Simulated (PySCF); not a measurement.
# [CeCl2]2+ at several levels of theory

Computed with PySCF 2.14.0 (density fitting, no spin-orbit coupling) at the geometry relaxed with PBE0:

```xyz
3
[CeCl2]2+ (singlet)
Ce    0.0000    0.0000   -0.6428
Cl    1.8026    0.0000    0.8472
Cl   -1.8026    0.0000    0.8472
```

```csv
level,basis,state,HOMO (eV),gap (eV),charge on Ce1 (e),population of f-type functions on Ce1 (polarisation alone where 4f lies in the core),dipole about the centre of mass (D),largest force component (eV/Å)
PBE0,"Ce lcecp-2-SVP with ECP46, Cl def2-SVP",singlet,–,–,1.84,0.10,5.10,0.01
PBE,the same,singlet,–,–,1.72,0.09,4.45,0.61
revPBE,the same,singlet,–,–,1.74,0.09,4.48,0.75
```

In the lcecp rows the 4f levels are missing from HOMO and gap, and the state counts the valence alone.

Charges are Mulliken's, which hang on the basis. The relaxation used the grid (50, 194), these runs (75, 302) or, all-electron (x2c bases, spin-free X2C Hamiltonian), (99, 590).

Q: What does PBE0 with Ce lcecp-2-TZVP with ECP46, Cl def2-TZVP give here?

A: state singlet, charge on Ce1 (e) 1.95, population of f-type functions on Ce1 (polarisation alone where 4f lies in the core) 0.11, dipole about the centre of mass (D) 4.81, largest force component (eV/Å) 0.26. Time: 6.3 s on 2 threads of Arm Neoverse V1, with other jobs on the host, from free ions and atoms.
